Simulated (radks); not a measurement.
Values are calculated unless marked as measured or tabulated.
All-electron atom: the nickel ion Ni4+ in [Ne] 3s1.75 3p6 3d6 4f0.25 (fractional occupations, a model configuration). Level of theory: scalar-relativistic Kohn-Sham, BLYP, spin-unpolarised, spherical densities, point nucleus (a radial shooting solver on a logarithmic mesh with Libxc functionals).

Unscreened Slater integrals over Kohn-Sham orbitals (cm^-1).

integral    value
F0(4f,4f)   53740
F2(4f,4f)   29205
F4(4f,4f)   19277
F6(4f,4f)   14182
F0(4f,3d)   67987
F2(4f,3d)  8187.3
F4(4f,3d)  2746.8
G1(4f,3d)  3258.7
G3(4f,3d)  1859.1
G5(4f,3d)  1271.2
F0(4f,3p)   68093
F2(4f,3p)  6831.7
G2(4f,3p)  1281.5
G4(4f,3p)  824.91
F0(4f,3s)   68115
G3(4f,3s)  788.45
F0(3d,3d)  243030
F2(3d,3d)  115280
F4(3d,3d)   72295
F0(3d,3p)  251630
F2(3d,3p)  120810
G1(3d,3p)  148260
G3(3d,3p)   91034
F0(3d,3s)  255870
G2(3d,3s)  113430
F0(3p,3p)  262870
F2(3p,3p)  131920
F0(3p,3s)  267260
G1(3p,3s)  177230
F0(3s,3s)  272080

Derived for the open shells (J is the average intra-shell exchange parameter used in DFT+U). 3d: Racah B = F2/49 - 5 F4/441 = 1533 cm^-1, C = 35 F4/441 = 5738 cm^-1, C/B = 3.74, F4/F2 = 0.627, J = (F2 + F4)/14 = 13400 cm^-1. 4f: F4/F2 = 0.660, F6/F2 = 0.486, J = (286 F2 + 195 F4 + 250 F6)/6435 = 2433 cm^-1.
